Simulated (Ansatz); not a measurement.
Mulliken charges of CF3NOZr (`O=C=[N][Zr]([F])([F])[F]`) from B3LYP/def2-TZVPP in Ansatz (PBE0-D4/def2-TZVP geometry).

```
atom   x (Å)   y (Å)   z (Å)  charge (e)
  O1   1.743  -2.164   1.755      -0.185
  C2   1.127  -1.398   1.137       0.209
  N3   0.489  -0.603   0.496      -0.482
 Zr4  -0.586   0.727  -0.590       1.591
  F5   0.580   1.973  -1.408      -0.378
  F6  -1.790   1.650   0.541      -0.378
  F7  -1.563  -0.185  -1.930      -0.378
```

Question: By hand: the dipole of these point charges (1 e Å = 4.8032 D).

Answer: Σ q r = (-0.207, 0.256, -0.208) e Å, of length 0.389 e Å = 1.87 D.

Question: How does the dipole of the full density compare? (An estimate is asked.)

Answer: Computed: (-0.047, 0.058, -0.047) e Å, 0.42 D; the point charges give 4.45 times that, at 0° from its direction.

Point charges leave out the atoms' own dipoles, such as those of lone pairs, and Mulliken's split depends on the basis, so the two needn't agree.

B3LYP here is the variant with VWN-RPA as its local correlation; programs differ in this.
